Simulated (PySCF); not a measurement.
Electron correlation in Te²⁺ (tellurium, charge +2)

[Kr] 4d10 5s2 5p2, high-spin 3P determinant. All numbers are calculated (PySCF 2.14, scalar relativity by spin-free X2C-1e, in x2c-SVPall (6s5p3d, 36 functions)). Frozen: [Kr] 4d10; 4 electrons correlated.

MP2 pair energies summed by pair of shells (mhartree):

```csv
pair,energy,share (%)
5s-5p,-20.31,59.9
5s-5s,-10.24,30.2
5p-5p,-3.34,9.8
```

Total MP2 correlation energy: -33.89 mhartree.

Same-spin part -5.45 and opposite-spin part -28.44 mhartree; SCS-MP2 scales them by 1/3 and 6/5 to -35.95 mhartree.

```csv
level,correlation energy (mhartree)
CCSD,-47.51
(T),-0.39
CCSD(T),-47.90
```

Diagnostics: T1 = 0.0062, D1 = 0.0162, largest double amplitude 0.095.

Q: Is a single reference adequate?

A: Mostly. T1 lies below 0.03, but a double amplitude of this size points to a near-degeneracy that CCSD handles and MP2 describes poorly.
